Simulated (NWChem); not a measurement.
Everything below was run with NWChem. System: hexafluoroantimonate (F6Sb (-1)), charge -1, spin multiplicity 1, at a geometry optimised with PBE0/def2-SVP with def2 effective core potentials on Sb. Level: G0W0@B3LYP/def2-SVPD with def2 effective core potentials on Sb, RI basis def2-svpd-rifit, no spin-orbit coupling, VWN1-RPA local correlation.

NWChem printed:

```
             Northwest Computational Chemistry Package (NWChem) 7.3.0
             --------------------------------------------------------

                                NWChem Input Module
                                -------------------

 Scaling coordinates for geometry "geometry" by  1.889725989
 (inverse scale =  0.529177249)

 Turning off AUTOSYM since
 SYMMETRY directive was detected!

                             Geometry "geometry" -> ""
                             -------------------------

 Output coordinates in angstroms (scale by  1.889725989 to convert to a.u.)

  No.       Tag          Charge          X              Y              Z
 ---- ---------------- ---------- -------------- -------------- --------------
    1 F                    9.0000    -1.92218100     0.00000000     0.00000000
    2 Sb                  51.0000     0.00000000     0.00000000     0.00000000
    3 F                    9.0000     0.00000000     0.00000000     1.92218200
    4 F                    9.0000     0.00000000     1.92218000     0.00000000
    5 F                    9.0000     0.00000000    -1.92218000     0.00000000
    6 F                    9.0000     1.92218100     0.00000000     0.00000000
    7 F                    9.0000     0.00000000     0.00000000    -1.92218200

 Effective nuclear repulsion energy (a.u.)     980.8425042814

            Nuclear Dipole moment (a.u.)
            ----------------------------
        X                 Y               Z
 ---------------- ---------------- ----------------
     0.0000000000     0.0000000000     0.0000000000

      Symmetry information
      --------------------

 Group name             D2h
 Group number             26
 Group order               8
 No. of unique centers     4

      Symmetry unique atoms

     1    2    3    4


 Summary of "ao basis" -> "" (spherical)
 ------------------------------------------------------------------------------
       Tag                 Description            Shells   Functions and Types
 ---------------- ------------------------------  ------  ---------------------
 *                         def2-svpd                  on all atoms

 Summary of "ri basis" -> "" (spherical)
 ------------------------------------------------------------------------------
       Tag                 Description            Shells   Functions and Types
 ---------------- ------------------------------  ------  ---------------------
 *                      def2-svpd-rifit               on all atoms

                                 NWChem DFT Module
                                 -----------------

 Summary of "ao basis" -> "ao basis" (spherical)
 ------------------------------------------------------------------------------
       Tag                 Description            Shells   Functions and Types
 ---------------- ------------------------------  ------  ---------------------
 F                         def2-svpd                 9       23   4s3p2d
 Sb                        def2-svpd                12       32   5s4p3d

 Summary of "ao basis" -> "ao basis" (spherical)
 ------------------------------------------------------------------------------
       Tag                 Description            Shells   Functions and Types
 ---------------- ------------------------------  ------  ---------------------
 F                         def2-svpd                 9       23   4s3p2d
 Sb                        def2-svpd                12       32   5s4p3d

      Symmetry analysis of basis
      --------------------------

        ag         44
        au          6
        b1g        15
        b1u        25
        b2g        15
        b2u        25
        b3g        15
        b3u        25

            General Information
            -------------------
          SCF calculation type: DFT
          Wavefunction type:  closed shell.
          No. of atoms     :     7
          No. of electrons :    78
           Alpha electrons :    39
            Beta electrons :    39
          Charge           :    -1
          Spin multiplicity:     1
          Use of symmetry is: on ; symmetry adaption is: on
          Maximum number of iterations: 100
          This is a Direct SCF calculation.
[...]
              MO Center= -2.2D-14, -1.2D-16,  2.0D-15, r^2= 4.2D+00
   Bfn.  Coefficient  Atom+Function         Bfn.  Coefficient  Atom+Function
  ----- ------------  ---------------      ----- ------------  ---------------
     7      0.344349  1 F  pz                60      0.344347  3 F  px
   131     -0.344349  6 F  pz               152     -0.344347  7 F  px
    10     -0.227475  1 F  pz                63     -0.227473  3 F  px
   134      0.227475  6 F  pz               155      0.227473  7 F  px
    13     -0.077224  1 F  pz                66     -0.077224  3 F  px

 Vector   38  Occ=2.000000D+00  E=-2.334232D-01  Symmetry=b3g
              MO Center=  2.4D-23,  4.0D-15, -1.4D-15, r^2= 4.2D+00
   Bfn.  Coefficient  Atom+Function         Bfn.  Coefficient  Atom+Function
  ----- ------------  ---------------      ----- ------------  ---------------
    61      0.344346  3 F  py                85     -0.344350  4 F  pz
   108      0.344350  5 F  pz               153     -0.344346  7 F  py
    64     -0.227473  3 F  py                88      0.227475  4 F  pz
   111     -0.227475  5 F  pz               156      0.227473  7 F  py
    67     -0.077223  3 F  py                91      0.077224  4 F  pz

 Vector   39  Occ=2.000000D+00  E=-2.334230D-01  Symmetry=b1g
              MO Center= -1.2D-14,  2.3D-15, -1.5D-24, r^2= 4.2D+00
   Bfn.  Coefficient  Atom+Function         Bfn.  Coefficient  Atom+Function
  ----- ------------  ---------------      ----- ------------  ---------------
     6      0.344347  1 F  py                83      0.344349  4 F  px
   106     -0.344349  5 F  px               130     -0.344347  6 F  py
     9     -0.227474  1 F  py                86     -0.227475  4 F  px
   109      0.227475  5 F  px               133      0.227474  6 F  py
    12     -0.077224  1 F  py                89     -0.077224  4 F  px

 Vector   40  Occ=0.000000D+00  E= 5.712403D-02  Symmetry=ag
              MO Center= -1.1D-16, -7.7D-16, -1.0D-16, r^2= 4.1D+00
   Bfn.  Coefficient  Atom+Function         Bfn.  Coefficient  Atom+Function
  ----- ------------  ---------------      ----- ------------  ---------------
    27      1.352463  2 Sb s                 26      0.885883  2 Sb s
    28      0.640388  2 Sb s                 24     -0.351919  2 Sb s
    25     -0.273276  2 Sb s                  4     -0.250632  1 F  s
    59     -0.250632  3 F  s                 82     -0.250632  4 F  s
   105     -0.250632  5 F  s                128     -0.250632  6 F  s

 Vector   41  Occ=0.000000D+00  E= 1.735569D-01  Symmetry=ag
              MO Center=  2.4D-15, -1.3D-15, -3.3D-15, r^2= 1.3D+01
   Bfn.  Coefficient  Atom+Function         Bfn.  Coefficient  Atom+Function
  ----- ------------  ---------------      ----- ------------  ---------------
    28      4.160456  2 Sb s                 27      2.665323  2 Sb s
     4     -1.284007  1 F  s                 59     -1.284008  3 F  s
    82     -1.284006  4 F  s                105     -1.284006  5 F  s
   128     -1.284007  6 F  s                151     -1.284008  7 F  s
    26     -0.937679  2 Sb s                 11     -0.451648  1 F  px

 Vector   42  Occ=0.000000D+00  E= 1.987931D-01  Symmetry=b1u
              MO Center=  1.1D-16,  2.1D-17, -4.0D-15, r^2= 1.2D+01
   Bfn.  Coefficient  Atom+Function         Bfn.  Coefficient  Atom+Function
  ----- ------------  ---------------      ----- ------------  ---------------
    40      1.882573  2 Sb pz                59     -1.566467  3 F  s
   151      1.566467  7 F  s                 68      1.341524  3 F  pz
   160      1.341524  7 F  pz                37      0.469063  2 Sb pz
    13      0.232047  1 F  pz                91      0.232047  4 F  pz
   114      0.232047  5 F  pz               137      0.232047  6 F  pz

 center of mass
 --------------
 x =   0.00000000 y =   0.00000000 z =   0.00000000

 moments of inertia (a.u.)
 ------------------
        1002.682073221462           0.000000000000           0.000000000000
           0.000000000000        1002.682594859025           0.000000000000
           0.000000000000           0.000000000000        1002.681551583628

     Multipole analysis of the density
     ---------------------------------

     L   x y z        total         alpha         beta         nuclear
     -   - - -        -----         -----         ----         -------
     0   0 0 0     -1.000000    -39.000000    -39.000000     77.000000

     1   1 0 0      0.000000      0.000000      0.000000      0.000000
     1   0 1 0      0.000000      0.000000      0.000000      0.000000
     1   0 0 1      0.000000      0.000000      0.000000      0.000000

     2   2 0 0    -50.259887   -143.878610   -143.878610    237.497333
     2   1 1 0     -0.000000     -0.000000     -0.000000      0.000000
     2   1 0 1      0.000000      0.000000      0.000000      0.000000
     2   0 2 0    -50.259840   -143.878463   -143.878463    237.497086
     2   0 1 1      0.000000      0.000000      0.000000      0.000000
     2   0 0 2    -50.259935   -143.878757   -143.878757    237.497580

 Task  times  cpu:        8.9s     wall:        8.9s

                                NWChem Input Module
                                -------------------

                                 NWChem GW Module
                                 ----------------

                             ***********************
                             ***        GW       ***
                             ***********************

 Summary of "ri basis" -> "ri basis" (spherical)
 ------------------------------------------------------------------------------
       Tag                 Description            Shells   Functions and Types
 ---------------- ------------------------------  ------  ---------------------
 F                      def2-svpd-rifit             20       64   7s6p5d2f
 Sb                     def2-svpd-rifit             34      130   10s9p8d5f2g

                 Memory Information
                 ------------------
          Available GA per process is          1699.8 MBs
          Available stack per process is        700.0 MBs
          Available heap per process is           0.2 MBs

          Peak memory in Initialization
              Peak GA per process is                 29.4 MBs
              Peak stack per process is               0.3 MBs
              Peak heap per process is               30.2 MBs
              Memory not in MA per process            0.0 MBs

          Peak memory in CDGW Calculation
              Peak GA per process is                 33.7 MBs
              Peak stack per process is               4.0 MBs
              Peak heap per process is                4.2 MBs
              Memory not in MA per process            0.0 MBs

          Computing 2-center integrals
          Computing Inverse Cholesky factor
          Computing 3-center integrals
          Computing Vxc

          Computing Sigma_x
          Computing W(iw) on the imaginary grid
          Solving quasiparticle equations

                  Alpha Orbitals
          State     Energy (eV)     Error (eV)
          -----------------------------------
@GW        36         -9.027           0.005
@GW        37         -8.486           0.005
@GW        38         -8.486           0.005
@GW        39         -8.489           0.002
@GW        40          4.904           0.003
@GW        41          6.482           0.005

     GW Timing Statistics
   ------------------------
   Init.   :          0.1s
     ERIs  :          2.0s
     Distr.:          0.1s
     Vxc   :          1.2s
   Vmo     :          0.0s
   iW      :          5.7s
   I_n     :          0.0s
   R_n     :          1.6s
   GW total:         10.6s

 Task  times  cpu:       10.6s     wall:       10.6s

 Total times  cpu:       19.5s     wall:       19.5s
```

Question: Write an NWChem input that would produce this output.

Answer: This is not unique; one that fits is 
```
start mol
memory heap 200 mb stack 700 mb global 1700 mb
charge -1
geometry units angstroms nocenter noautoz
  F     -1.922181     0.000000     0.000000
  Sb     0.000000     0.000000     0.000000
  F      0.000000     0.000000     1.922182
  F      0.000000     1.922180     0.000000
  F      0.000000    -1.922180     0.000000
  F      1.922181     0.000000     0.000000
  F      0.000000     0.000000    -1.922182
  symmetry group D2h
end
basis spherical
  * library def2-svpd
end
ecp
  Sb library def2-ecp
end
basis "ri basis" bse spherical
  * library def2-svpd-rifit
end
dft
  xc b3lyp
  iterations 100
  direct
  tolerances tight
end
task dft energy
gw
  method cdgw
  states alpha occ 4 vir 2
end
task dft gw
```
